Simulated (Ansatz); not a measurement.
Ansatz (a program for electronic structure) job for Cl₄Te, SMILES Cl[Te+](Cl)(Cl)Cl, charge +1, multiplicity 2, B3LYP-D3(BJ)/def2-SVP. 

Ansatz 0.2 input:
```yaml
crystal:
  periodic: [false, false, false]
  atoms:
    - {symbol: Te, position_ang: [-0.26741409, 0.00104289, 0.00000000]}
    - {symbol: Cl, position_ang: [-0.76788494, -0.02486972, -2.37921750]}
    - {symbol: Cl, position_ang: [-0.76788494, -0.02486972, 2.37921750]}
    - {symbol: Cl, position_ang: [1.15070209, 1.78343757, 0.00000000]}
    - {symbol: Cl, position_ang: [1.20304030, -1.73688816, -0.00000000]}
basis:
  gaussian:
    orbitals: def2-SVP
hamiltonian:
  xc: b3lyp
  dispersion: d3bj
total_charge: 1
magnetization: {spin_polarized: true, initial_magnetization: 1}
relax: {f_tol: 0.002, max_steps: 200}
```

Output:

```
WARN ansatz: RAYON_NUM_THREADS=2 ignored (pool sized by the plan → 2); use --threads N
Functional definition: B3LYP
integrals: 0.05 GiB planned
1048 factors; integrals over basis functions are off by at most 3.6e-4 eV
mean field: 1.00 GiB planned
mean field evaluation 1: about -57359.2094 eV, gradient 2.5e1 eV
mean field evaluation 2: about -57350.2633 eV, gradient 4.8e1 eV
mean field evaluation 4: about -57363.0234 eV, gradient 1.3e0 eV
mean field evaluation 8: about -57363.0382 eV, gradient 5.2e-2 eV
mean field evaluation 16: about -57363.0382 eV, gradient 1.7e-4 eV
mean field -57363.03824118 eV, -2108.0527732995 hartree, gradient 3.8e-5 eV, S^2 0.761434; 3 other end points of the search recorded, 0 dependent functions left out
the calculation of the forces begins
reference -57363.03848684 eV, -2108.0527823274 hartree; 46, 45 occupied and 52, 53 virtual orbitals, 1048 factors
relax step   1: F+E_penalty+E_count = -57363.54434129 eV  Δ(F+E_penalty+E_count) = +0.000e0 eV  max|allowed force component| = 7.371e-1 eV/Å  Δτ_max = 0.0000 Å  (54 SCF iters, accepted)
these checks for a lower state are left out or cut short: starts, cluster_reference, orbital_swaps, neighbouring_geometries, increment
integrals: 0.05 GiB planned
1048 factors; integrals over basis functions are off by at most 3.7e-4 eV
mean field: 1.00 GiB planned
mean field evaluation 32: about -57363.0935 eV, gradient 3.2e-3 eV
mean field -57363.09348344 eV, -2108.0548034151 hartree, gradient 2.3e-5 eV, S^2 0.761270; 0 other end points of the search recorded, 0 dependent functions left out
the calculation of the forces begins
reference -57363.09372999 eV, -2108.0548124756 hartree; 46, 45 occupied and 52, 53 virtual orbitals, 1048 factors
relax step   2: F+E_penalty+E_count = -57363.58823278 eV  Δ(F+E_penalty+E_count) = -4.389e-2 eV  max|allowed force component| = 1.704e-1 eV/Å  Δτ_max = 0.0797 Å  (36 SCF iters, accepted)
these checks for a lower state are left out or cut short: starts, cluster_reference, orbital_swaps, neighbouring_geometries, increment
integrals: 0.05 GiB planned
1048 factors; integrals over basis functions are off by at most 3.8e-4 eV
mean field: 1.00 GiB planned
mean field -57363.10130234 eV, -2108.0550907546 hartree, gradient 1.1e-5 eV, S^2 0.761042; 0 other end points of the search recorded, 0 dependent functions left out
the calculation of the forces begins
reference -57363.10154956 eV, -2108.0550998398 hartree; 46, 45 occupied and 52, 53 virtual orbitals, 1048 factors
relax step   3: F+E_penalty+E_count = -57363.59481038 eV  Δ(F+E_penalty+E_count) = -6.578e-3 eV  max|allowed force component| = 5.923e-2 eV/Å  Δτ_max = 0.0597 Å  (35 SCF iters, accepted)
these checks for a lower state are left out or cut short: starts, cluster_reference, orbital_swaps, neighbouring_geometries, increment
integrals: 0.05 GiB planned
1048 factors; integrals over basis functions are off by at most 3.8e-4 eV
mean field: 1.00 GiB planned
mean field -57363.10394012 eV, -2108.0551876911 hartree, gradient 8.3e-6 eV, S^2 0.760977; 0 other end points of the search recorded, 0 dependent functions left out
the calculation of the forces begins
reference -57363.10418782 eV, -2108.0551967938 hartree; 46, 45 occupied and 52, 53 virtual orbitals, 1048 factors
relax step   4: F+E_penalty+E_count = -57363.59579059 eV  Δ(F+E_penalty+E_count) = -9.802e-4 eV  max|allowed force component| = 9.056e-3 eV/Å  Δτ_max = 0.0289 Å  (36 SCF iters, accepted)
these checks for a lower state are left out or cut short: starts, cluster_reference, orbital_swaps, neighbouring_geometries, increment
integrals: 0.05 GiB planned
1048 factors; integrals over basis functions are off by at most 3.8e-4 eV
mean field: 1.00 GiB planned
mean field -57363.10439203 eV, -2108.0552042986 hartree, gradient 2.2e-5 eV, S^2 0.761002; 0 other end points of the search recorded, 0 dependent functions left out
the calculation of the forces begins
reference -57363.10463990 eV, -2108.0552134075 hartree; 46, 45 occupied and 52, 53 virtual orbitals, 1048 factors
relax step   5: F+E_penalty+E_count = -57363.59584424 eV  Δ(F+E_penalty+E_count) = -5.366e-5 eV  max|allowed force component| = 6.153e-3 eV/Å  Δτ_max = 0.0076 Å  (30 SCF iters, accepted)
these checks for a lower state are left out or cut short: starts, cluster_reference, orbital_swaps, neighbouring_geometries, increment
integrals: 0.05 GiB planned
1048 factors; integrals over basis functions are off by at most 3.8e-4 eV
mean field: 1.00 GiB planned
mean field -57363.10440197 eV, -2108.0552046636 hartree, gradient 2.3e-5 eV, S^2 0.760999; 0 other end points of the search recorded, 0 dependent functions left out
the calculation of the forces begins
reference -57363.10464983 eV, -2108.0552137725 hartree; 46, 45 occupied and 52, 53 virtual orbitals, 1048 factors
relax step   6: F+E_penalty+E_count = -57363.59584606 eV  Δ(F+E_penalty+E_count) = -1.813e-6 eV  max|allowed force component| = 1.272e-4 eV/Å  Δτ_max = 0.0006 Å  (26 SCF iters, accepted)
integrals: 0.05 GiB planned
1048 factors; integrals over basis functions are off by at most 3.8e-4 eV
mean field: 1.00 GiB planned
mean field evaluation 64: about -57363.1022 eV, gradient 5.4e-2 eV
mean field -57363.10440197 eV, -2108.0552046636 hartree, gradient 2.3e-5 eV, S^2 0.760999; 3 other end points of the search recorded, 0 dependent functions left out
the calculation of the forces begins
reference -57363.10464983 eV, -2108.0552137725 hartree; 46, 45 occupied and 52, 53 virtual orbitals, 1048 factors
Total energy: -57363.59609392 eV, -2108.0732740097 hartree
Atom 0 at    -0.183900    -0.005878     0.000000 Å, force     0.000127    -0.000000     0.000000 eV/Å
Atom 1 at    -0.925863    -0.019426    -2.304576 Å, force    -0.000051     0.000004     0.000076 eV/Å
Atom 2 at    -0.925863    -0.019426     2.304576 Å, force    -0.000051     0.000004    -0.000076 eV/Å
Atom 3 at     1.260115     1.813804    -0.000000 Å, force    -0.000016    -0.000058    -0.000000 eV/Å
Atom 4 at     1.326069    -1.771222     0.000000 Å, force    -0.000009     0.000051     0.000000 eV/Å
Dipole moment:    -0.089903    -0.001678     0.000000 e Å
```

Self-consistency was reached.
